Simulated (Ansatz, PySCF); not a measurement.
B(F)2(NMe2) (C₂H₆BF₂N), SMILES CN(C)B(F)F. Atoms are numbered in the order given.

```xyz
12

B      0.0000     0.0000     0.7827
F      0.0005    -1.1397     1.4794
F     -0.0005     1.1397     1.4794
N      0.0000     0.0000    -0.6160
C      0.0005    -1.2250    -1.3920
C     -0.0005     1.2250    -1.3920
H      0.8915    -1.2837    -2.0440
H     -0.8913    -1.2854    -2.0428
H      0.0018    -2.0959    -0.7246
H     -0.8915     1.2837    -2.0440
H      0.8913     1.2854    -2.0428
H     -0.0018     2.0959    -0.7246
```

The structure is a stationary point at B3LYP-D3(BJ)/def2-SVP. One conformer was computed; it need not be the lowest.

Two levels are set side by side: PBE-D3(BJ)/def2-SVP (Ansatz, an electronic-structure program) and B3LYP-D3(BJ)/def2-SVP (Ansatz). Each level has its own optimised geometry; the coordinates shown are those of the second. Frequencies come from the Hessian of PySCF at each geometry. Differences are taken from unrounded values.

```json
[
 {"quantity": "mean bond length (Å)", "B3LYP-D3(BJ)": "1.235"},
 {"quantity": "bond B1–F2 (Å)", "B3LYP-D3(BJ)": "1.336"},
 {"quantity": "bond B1–F3 (Å)", "B3LYP-D3(BJ)": "1.336"},
 {"quantity": "bond B1–N4 (Å)", "B3LYP-D3(BJ)": "1.399"},
 {"quantity": "bond N4–C5 (Å)", "B3LYP-D3(BJ)": "1.450"},
 {"quantity": "bond N4–C6 (Å)", "B3LYP-D3(BJ)": "1.450"},
 {"quantity": "bond C5–H7 (Å)", "B3LYP-D3(BJ)": "1.106"},
 {"quantity": "bond C5–H8 (Å)", "B3LYP-D3(BJ)": "1.106"},
 {"quantity": "bond C5–H9 (Å)", "B3LYP-D3(BJ)": "1.097"},
 {"quantity": "bond C6–H10 (Å)", "B3LYP-D3(BJ)": "1.106"},
 {"quantity": "bond C6–H11 (Å)", "B3LYP-D3(BJ)": "1.106"},
 {"quantity": "bond C6–H12 (Å)", "B3LYP-D3(BJ)": "1.097"},
 {"quantity": "highest harmonic wavenumber (cm⁻¹)", "B3LYP-D3(BJ)": "3154"},
 {"quantity": "mean harmonic wavenumber (cm⁻¹)", "B3LYP-D3(BJ)": "1359"},
 {"quantity": "zero-point energy (kcal/mol)", "B3LYP-D3(BJ)": "58.30"}
]
```

Question: What does PBE-D3(BJ) give, and how far is it from B3LYP-D3(BJ)? (Estimate from the structure and the level; the computed values follow.)

Answer: 
```csv
quantity,PBE-D3(BJ),PBE-D3(BJ) minus B3LYP-D3(BJ)
mean bond length (Å),1.242,0.007
bond B1–F2 (Å),1.345,0.009
bond B1–F3 (Å),1.345,0.009
bond B1–N4 (Å),1.408,0.009
bond N4–C5 (Å),1.451,0.001
bond N4–C6 (Å),1.451,0.001
bond C5–H7 (Å),1.114,0.008
bond C5–H8 (Å),1.114,0.008
bond C5–H9 (Å),1.105,0.008
bond C6–H10 (Å),1.114,0.008
bond C6–H11 (Å),1.114,0.008
bond C6–H12 (Å),1.105,0.008
highest harmonic wavenumber (cm⁻¹),3094,-60
mean harmonic wavenumber (cm⁻¹),1324,-36
zero-point energy (kcal/mol),56.76,-1.54
```

GGA bonds tend to be longer and softer than those of functionals with exact exchange. Differences between two approximate levels are no errors against the true value.
